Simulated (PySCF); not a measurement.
A PySCF script (with the pyscf-properties extension) for the NMR shieldings of `C[C@@H]1CCNN1[SiH3]`, C4H12N2Si, on a GFN2-xTB geometry:

```python
import basis_set_exchange as bse
import numpy as np
from pyscf import gto, dft
from pyscf.prop import nmr

atoms = """
C    -0.552162    1.836664   -0.247060
C    -0.359285    0.376668   -0.641012
C    -1.585300   -0.487558   -0.283056
C    -1.073190   -1.321119    0.902485
N     0.345394   -1.487632    0.641632
N     0.731757   -0.219920    0.128945
Si    2.412640    0.100908    0.027434
H    -0.734985    1.907054    0.821972
H     0.338184    2.411741   -0.482620
H    -1.395777    2.263391   -0.784759
H    -0.151463    0.321023   -1.720324
H    -1.857213   -1.140133   -1.114367
H    -2.448502    0.118692   -0.019609
H    -1.568152   -2.285612    1.005182
H    -1.173883   -0.759512    1.834866
H     0.463691   -2.200733   -0.086265
H     3.082435   -0.599475   -1.088264
H     2.958324   -0.363912    1.295633
H     2.557685    1.538715   -0.198275
"""
names = dict.fromkeys(["C", "N", "Si", "H"], "pcSseg-1")
basis = {el: gto.basis.parse(bse.get_basis(n, elements=[el], fmt="nwchem")) for el, n in names.items()}
mol = gto.M(atom=atoms, basis=basis, charge=0, verbose=0)
mf = dft.RKS(mol, xc="PBE0")
mf.grids.level = 2
mf.grids.alignment = dft.numint.BLKSIZE   # the property module wants whole blocks of grid points
mf.conv_tol = 1e-9
mf.kernel()

calc = nmr.RKS(mf)   # GIAO
C = mf.mo_coeff
Co = C[:, mf.mo_occ > 0]
resp = mf.gen_response(singlet=True, hermi=2)
def vind(x):   # induced exchange potential for any number of trial vectors
    d = np.einsum("pi,xij,qj->xpq", C, 2 * x.reshape(-1, C.shape[1], Co.shape[1]), Co, optimize=True)
    return np.einsum("xpq,pi,qj->xij", resp(d - d.transpose(0, 2, 1)), C, Co, optimize=True).ravel()
mo1, _ = nmr.rhf.solve_mo1(calc, with_cphf=vind)
sigma = calc.kernel(mo1)
for i, s in enumerate(sigma):   # ppm
    print("%2d %-2s %9.2f" % (i, mol.atom_pure_symbol(i), np.trace(s) / 3))
```

Q: What are the results?

A: 
```
 0 C     162.14
 1 C     131.41
 2 C     144.93
 3 C     136.26
 4 N     144.73
 5 N     171.96
 6 Si    415.25
 7 H      30.84
 8 H      30.17
 9 H      30.68
10 H      28.41
11 H      29.81
12 H      30.17
13 H      28.81
14 H      28.87
15 H      28.84
16 H      27.04
17 H      26.91
18 H      26.96
```

These numbers come from an equivalent density-fitted implementation of the same equations, which agrees with the script to about 0.01 ppm for H and up to a few tenths of a ppm for heavy atoms, so last digits may differ.

Q: Turn these shieldings into chemical shifts. Chemical shifts δ = σref − σ; TMS for 13C (186.93 ppm), 29Si (349.16 ppm), 1H (31.72 ppm); 15N (267.73 ppm) vs NH3, all at this level.

A: Averaging equivalent atoms: C 1: 55.5; C 3: 50.7; C 2: 42.0; C 0: 24.8; N 4: 123.0; N 5: 95.8; Si 6: -66.1; H 16/17/18: 4.75; H 10: 3.30; H 13: 2.91; H 15: 2.88; H 14: 2.85; H 11: 1.91; H 12: 1.54; H 7/8/9: 1.15 ppm. Experimental scales use liquid or dissolved standards, which lie at an offset from isolated NH3 (liquid NH3: subtract about 20 ppm).

Size and cost of the density-fitted run: 186 basis functions, about 80 core-seconds.
